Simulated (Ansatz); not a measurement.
A first, cheap relaxation of H12MgN2Si4, SMILES `[SiH3][N]([SiH3])[Mg][N]([SiH3])[SiH3]`.

```yaml
crystal:
  periodic: [false, false, false]
  atoms:
    - {symbol: Si, position_ang: [2.792700, -0.181200, 1.053100]}
    - {symbol: N, position_ang: [2.148100, -0.417900, -0.625600]}
    - {symbol: Si, position_ang: [1.798800, -2.166700, -0.807600]}
    - {symbol: Mg, position_ang: [0.376400, 0.533300, -0.746700]}
    - {symbol: N, position_ang: [-1.552000, 1.441500, -0.862900]}
    - {symbol: Si, position_ang: [-2.752200, 0.152700, -1.067600]}
    - {symbol: Si, position_ang: [-1.812500, 2.171000, 0.772600]}
    - {symbol: H, position_ang: [1.771200, -0.567400, 2.004300]}
    - {symbol: H, position_ang: [4.005100, -0.853700, 1.295900]}
    - {symbol: H, position_ang: [2.986800, 1.302400, 1.258300]}
    - {symbol: H, position_ang: [1.295800, -2.435600, -2.119200]}
    - {symbol: H, position_ang: [0.851200, -2.581700, 0.216900]}
    - {symbol: H, position_ang: [3.029700, -2.897800, -0.616800]}
    - {symbol: H, position_ang: [-2.553500, -0.496300, -2.350900]}
    - {symbol: H, position_ang: [-2.593100, -0.883200, 0.000400]}
    - {symbol: H, position_ang: [-4.107000, 0.726800, -1.010400]}
    - {symbol: H, position_ang: [-0.837600, 3.257500, 1.006100]}
    - {symbol: H, position_ang: [-1.702100, 1.155200, 1.822400]}
    - {symbol: H, position_ang: [-3.187700, 2.736900, 0.834000]}
basis:
  gaussian: {orbitals: def2-SVP}
hamiltonian: {xc: pbe, dispersion: d4}
relax: {f_tol: 0.03, max_steps: 200}
```

```sh
$ ansatz run in.yaml --threads 2 --pin off --events-out ev --progress --plain --max-ram 32768MiB --backend cuda --devices 0, --max-vram 18GiB
```

It prints (some lines left out):

```
Functional definition: PBE
mean field -40093.65733494 eV, -1473.4147306020 hartree, gradient 3.1e-5 eV, S^2 0.000000; 0 other end points of the search recorded, 0 dependent functions left out
relax step   1: F+E_penalty+E_count = -40094.22031113 eV  Δ(F+E_penalty+E_count) = +0.000e0 eV  max|allowed force component| = 2.056e0 eV/Å  Δτ_max = 0.0000 Å  (31 SCF iters, accepted)
mean field -40094.37226566 eV, -1473.4410038215 hartree, gradient 1.2e-5 eV, S^2 0.000000; 0 other end points of the search recorded, 0 dependent functions left out
relax step   2: F+E_penalty+E_count = -40094.92928523 eV  Δ(F+E_penalty+E_count) = -7.090e-1 eV  max|allowed force component| = 9.501e-1 eV/Å  Δτ_max = 0.1925 Å  (31 SCF iters, accepted)
mean field -40094.58817750 eV, -1473.4489384353 hartree, gradient 1.8e-5 eV, S^2 0.000000; 0 other end points of the search recorded, 0 dependent functions left out
relax step   3: F+E_penalty+E_count = -40095.14215284 eV  Δ(F+E_penalty+E_count) = -2.129e-1 eV  max|allowed force component| = 5.339e-1 eV/Å  Δτ_max = 0.2000 Å  (29 SCF iters, accepted)
mean field -40094.73910594 eV, -1473.4544849532 hartree, gradient 9.8e-6 eV, S^2 0.000000; 0 other end points of the search recorded, 0 dependent functions left out
relax step   4: F+E_penalty+E_count = -40095.29240094 eV  Δ(F+E_penalty+E_count) = -1.502e-1 eV  max|allowed force component| = 1.940e-1 eV/Å  Δτ_max = 0.1919 Å  (30 SCF iters, accepted)
mean field -40094.83712418 eV, -1473.4580870568 hartree, gradient 2.5e-5 eV, S^2 0.000000; 0 other end points of the search recorded, 0 dependent functions left out
relax step   5: F+E_penalty+E_count = -40095.38590677 eV  Δ(F+E_penalty+E_count) = -9.351e-2 eV  max|allowed force component| = 1.216e-1 eV/Å  Δτ_max = 0.2000 Å  (29 SCF iters, accepted)
mean field -40094.91065594 eV, -1473.4607892992 hartree, gradient 1.8e-5 eV, S^2 0.000000; 0 other end points of the search recorded, 0 dependent functions left out
relax step   6: F+E_penalty+E_count = -40095.45519708 eV  Δ(F+E_penalty+E_count) = -6.929e-2 eV  max|allowed force component| = 9.603e-2 eV/Å  Δτ_max = 0.2000 Å  (28 SCF iters, accepted)
mean field -40094.96253933 eV, -1473.4626959786 hartree, gradient 1.9e-5 eV, S^2 0.000000; 0 other end points of the search recorded, 0 dependent functions left out
relax step   7: F+E_penalty+E_count = -40095.50406933 eV  Δ(F+E_penalty+E_count) = -4.887e-2 eV  max|allowed force component| = 1.483e-1 eV/Å  Δτ_max = 0.1950 Å  (28 SCF iters, accepted)
mean field -40094.98914498 eV, -1473.4636737183 hartree, gradient 1.9e-5 eV, S^2 0.000000; 0 other end points of the search recorded, 0 dependent functions left out
relax step   8: F+E_penalty+E_count = -40095.52702785 eV  Δ(F+E_penalty+E_count) = -2.296e-2 eV  max|allowed force component| = 2.989e-1 eV/Å  Δτ_max = 0.1962 Å  (28 SCF iters, accepted)
mean field -40095.01062972 eV, -1473.4644632679 hartree, gradient 8.0e-6 eV, S^2 0.000000; 0 other end points of the search recorded, 0 dependent functions left out
relax step   9: F+E_penalty+E_count = -40095.55120925 eV  Δ(F+E_penalty+E_count) = -2.418e-2 eV  max|allowed force component| = 5.588e-1 eV/Å  Δτ_max = 0.1332 Å  (30 SCF iters, accepted)
mean field -40095.06934321 eV, -1473.4666209490 hartree, gradient 1.7e-5 eV, S^2 0.000000; 0 other end points of the search recorded, 0 dependent functions left out
relax step  10: F+E_penalty+E_count = -40095.60975972 eV  Δ(F+E_penalty+E_count) = -5.855e-2 eV  max|allowed force component| = 4.752e-2 eV/Å  Δτ_max = 0.2000 Å  (28 SCF iters, accepted)
mean field -40095.07684691 eV, -1473.4668967049 hartree, gradient 2.6e-5 eV, S^2 0.000000; 0 other end points of the search recorded, 0 dependent functions left out
relax step  11: F+E_penalty+E_count = -40095.61762281 eV  Δ(F+E_penalty+E_count) = -7.863e-3 eV  max|allowed force component| = 4.330e-2 eV/Å  Δτ_max = 0.0631 Å  (29 SCF iters, accepted)
mean field -40095.09483690 eV, -1473.4675578246 hartree, gradient 1.7e-5 eV, S^2 0.000000; 0 other end points of the search recorded, 0 dependent functions left out
relax step  12: F+E_penalty+E_count = -40095.63520549 eV  Δ(F+E_penalty+E_count) = -1.758e-2 eV  max|allowed force component| = 1.369e-1 eV/Å  Δτ_max = 0.1951 Å  (28 SCF iters, accepted)
mean field -40095.09997002 eV, -1473.4677464634 hartree, gradient 7.3e-6 eV, S^2 0.000000; 0 other end points of the search recorded, 0 dependent functions left out
relax step  13: F+E_penalty+E_count = -40095.64059343 eV  Δ(F+E_penalty+E_count) = -5.388e-3 eV  max|allowed force component| = 1.809e-1 eV/Å  Δτ_max = 0.1395 Å  (29 SCF iters, accepted)
mean field -40095.11136190 eV, -1473.4681651073 hartree, gradient 2.6e-5 eV, S^2 0.000000; 0 other end points of the search recorded, 0 dependent functions left out
relax step  14: F+E_penalty+E_count = -40095.65190161 eV  Δ(F+E_penalty+E_count) = -1.131e-2 eV  max|allowed force component| = 9.356e-2 eV/Å  Δτ_max = 0.0367 Å  (30 SCF iters, accepted)
mean field -40095.11634141 eV, -1473.4683481008 hartree, gradient 2.6e-5 eV, S^2 0.000000; 0 other end points of the search recorded, 0 dependent functions left out
relax step  15: F+E_penalty+E_count = -40095.65705133 eV  Δ(F+E_penalty+E_count) = -5.150e-3 eV  max|allowed force component| = 6.601e-3 eV/Å  Δτ_max = 0.0576 Å  (29 SCF iters, accepted)
mean field -40095.11917908 eV, -1473.4684523832 hartree, gradient 7.6e-6 eV, S^2 0.000000; 0 other end points of the search recorded, 0 dependent functions left out
relax step  16: F+E_penalty+E_count = -40095.65984988 eV  Δ(F+E_penalty+E_count) = -2.799e-3 eV  max|allowed force component| = 4.256e-2 eV/Å  Δτ_max = 0.1005 Å  (29 SCF iters, accepted)
mean field -40095.12038506 eV, -1473.4684967021 hartree, gradient 2.6e-5 eV, S^2 0.000000; 0 other end points of the search recorded, 0 dependent functions left out
relax step  17: F+E_penalty+E_count = -40095.66089987 eV  Δ(F+E_penalty+E_count) = -1.050e-3 eV  max|allowed force component| = 4.374e-2 eV/Å  Δτ_max = 0.0496 Å  (29 SCF iters, accepted)
mean field -40095.12060231 eV, -1473.4685046861 hartree, gradient 2.5e-5 eV, S^2 0.000000; 0 other end points of the search recorded, 0 dependent functions left out
relax step  18: F+E_penalty+E_count = -40095.66122169 eV  Δ(F+E_penalty+E_count) = -3.218e-4 eV  max|allowed force component| = 1.357e-2 eV/Å  Δτ_max = 0.0162 Å  (30 SCF iters, accepted)
mean field -40095.12060231 eV, -1473.4685046861 hartree, gradient 2.5e-5 eV, S^2 0.000000; 1 other end points of the search recorded, 0 dependent functions left out
Total energy: -40095.66128329 eV, -1473.4883743455 hartree
Atom 0 at     2.973296    -0.144622     1.140995 Å, force     0.002221     0.001313     0.007559 eV/Å
Atom 1 at     1.733146    -0.846409     0.129653 Å, force    -0.009066     0.000831    -0.001536 eV/Å
Atom 2 at     1.945079    -2.300515    -0.815021 Å, force     0.000172    -0.001408     0.003313 eV/Å
Atom 3 at    -0.003553    -0.001642     0.009683 Å, force     0.001916     0.002120    -0.004563 eV/Å
Atom 4 at    -1.738231     0.845803    -0.119774 Å, force     0.003452    -0.013566    -0.006318 eV/Å
Atom 5 at    -2.971043     0.148387    -1.143641 Å, force     0.000971     0.000879     0.003457 eV/Å
Atom 6 at    -1.956010     2.296344     0.828177 Å, force    -0.001869     0.003693     0.009190 eV/Å
Atom 7 at     3.422336    -1.059973     2.255446 Å, force    -0.000502     0.001548    -0.000720 eV/Å
Atom 8 at     4.208175     0.263932     0.373148 Å, force    -0.003073     0.002763     0.000945 eV/Å
Atom 9 at     2.386058     1.100555     1.773883 Å, force     0.002563    -0.000966    -0.002365 eV/Å
Atom 10 at     0.629166    -2.542987    -1.531831 Å, force    -0.000888    -0.002810    -0.001205 eV/Å
Atom 11 at     2.247809    -3.524318     0.016172 Å, force    -0.001314    -0.001853    -0.001632 eV/Å
Atom 12 at     3.025062    -2.188728    -1.863956 Å, force     0.003752    -0.001671    -0.005094 eV/Å
Atom 13 at    -2.375280    -1.087245    -1.786504 Å, force     0.000272    -0.001081    -0.001424 eV/Å
Atom 14 at    -4.205946    -0.276373    -0.384752 Å, force     0.000738    -0.000156    -0.001144 eV/Å
Atom 15 at    -3.421216     1.073885    -2.249070 Å, force     0.001357    -0.001753    -0.000679 eV/Å
Atom 16 at    -0.646270     2.532442     1.558777 Å, force    -0.002265     0.003837     0.000359 eV/Å
Atom 17 at    -3.046931     2.183578     1.866153 Å, force     0.000939     0.002122     0.002472 eV/Å
Atom 18 at    -2.247548     3.523687    -0.001239 Å, force     0.000623     0.006159    -0.000614 eV/Å
Dipole moment:    -0.001133    -0.001169     0.002765 e Å
```

Run time 41 s (2 threads of an AMD EPYC 7R13 on a shared host and a share of an NVIDIA H100 80 GB); peak host memory 0.84 GiB.
